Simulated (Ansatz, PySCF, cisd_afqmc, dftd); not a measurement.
Species: C3H6O, charge 0, singlet. C3H6O (SMILES C=CCO).
B3LYP-D3(BJ)/def2-TZVP minimum from Ansatz (a quantum-chemistry and plane-wave program):
```
C
C 1 1.3271
H 2 1.0825 1 121.90
H 2 1.0847 3 116.79 1 179.46
H 1 1.0863 2 120.26 3 -1.03
C 1 1.4963 5 115.57 2 178.75
H 6 1.0922 1 110.53 5 60.03
H 6 1.0967 7 107.77 1 -120.37
O 6 1.4280 7 105.02 8 -118.62
H 9 0.9640 6 107.86 7 -175.79
```

Wanted: enthalpy of formation at 298 K (by atomisation, with ideal-gas terms from PySCF's Hessian at B3LYP-D3(BJ)/def2-TZVP and the atoms' measured values of the G2/97 table; no spin-orbit terms), in kJ/mol. Radicals and triplets start from unrestricted determinants; spin-orbit coupling is neglected. Cores are frozen in correlated methods. Rows without X2C or -DK are non-relativistic. The Monte Carlo rows (phaseless AFQMC, CISD trial, step 0.005/hartree) carry one-sigma bars that omit the constraint's bias. Outlying blocks are dropped, and bars are widened where a walk drifts. Over all cases where full CI ran beside it in this data, AFQMC minus full CI had a median of +0.1 mEh and passed +0.4 mEh in a tenth of the cases. CBS(X,Y): correlation extrapolated as X^-3, Hartree-Fock from the larger set. A bracket is a step between two methods taken in the basis named. The functionals are non-relativistic, so their misses hold any scalar relativity. 'core' is core correlation in cc-pwCVTZ, 'X2C' scalar relativity in cc-pVTZ-DK, both at CCSD(T). For partners of very few electrons the exact lower level stands in for a higher one.

```
level                                                                                   program  enthalpy of formation at 298 K (kJ/mol)  difference against the last row
--------------------------------------------------------------------------  -------------------  ---------------------------------------  -------------------------------
r2SCAN-D3(BJ)/def2-TZVPD                                                         Ansatz + dftd3                                   -122.3                             10.4
r2SCAN-D4/def2-TZVPD                                                             Ansatz + dftd4                                   -121.5                             11.2
B3LYP/def2-TZVPD                                                                         Ansatz                                    -97.5                             35.2
CAM-B3LYP-D3(BJ)/def2-TZVPD                                                      Ansatz + dftd3                                   -133.8                             -1.1
CAM-B3LYP/def2-TZVPD                                                                     Ansatz                                   -122.9                              9.8
MP2/cc-pVDZ                                                                              Ansatz                                    127.6                            260.3
CCSD/cc-pVDZ                                                                             Ansatz                                    221.1                            353.8
CCSDT(Q)/cc-pVDZ                                                                         Ansatz                                    177.2                            309.9
AFQMC/CISD/cc-pVTZ                                                                   cisd_afqmc                              -23.3 ± 1.1                            109.4
CCSD(T)/CBS(cc-pVTZ,cc-pVQZ) + [AFQMC/CISD - CCSD(T)]/cc-pVTZ + core + X2C  Ansatz + cisd_afqmc                             -130.7 ± 1.1                              2.0
CCSD(T)/CBS(cc-pVTZ,cc-pVQZ) + [CCSDT(Q) - CCSD(T)]/cc-pVDZ + core + X2C                 Ansatz                                   -132.7                              0.0
```
